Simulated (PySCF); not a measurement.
H3P2, SMILES [PH]P, multiplicity 2. Atoms are numbered in the order given.

```xyz
5

P      0.9630    -0.4332     0.4120
P     -0.8857     0.3148    -0.4544
H      1.6728     0.7345     0.0087
H     -1.0552     1.5052     0.3022
H     -1.7762    -0.4647     0.3261
```
Charge 0, spin multiplicity 2.

Geometry optimised at r2SCAN-D4/def2-TZVP. The isomer is the one that the SMILES or the coordinates give; other isomers of the formula were not compared.

Level of theory: PySCF with B3LYP/pcH-1.

Unrestricted Kohn–Sham, ⟨S²⟩ = 0.754. Hyperfine tensors hold the contact and dipolar terms, without spin-orbit corrections.

Question: Estimate the hyperfine couplings. (The exact figures need the calculation; the answer reports its results.)

Answer: 
| nucleus | A(iso) (MHz) | A(iso) (G) | dipolar principal values (MHz) |
|---|---|---|---|
| 31P no. 1 | 110.7 | 39.5 | -310.2, -292.4, 602.6 |
| 31P no. 2 | 260.6 | 93.0 | -37.3, -25.8, 63.0 |
| 1H no. 3 | -33.1 | -11.8 | -15.8, 1.9, 13.9 |
| 1H no. 4 | 96.7 | 34.5 | -2.6, -1.0, 3.6 |
| 1H no. 5 | 19.4 | 6.9 | -2.1, -1.4, 3.5 |

Question: And the g tensor (effective nuclear charges for spin-orbit coupling, GIAO)? (The exact figures need the calculation; the answer reports its results.)

Answer: principal values 2.0019, 2.0091, 2.0224; isotropic 2.0111.
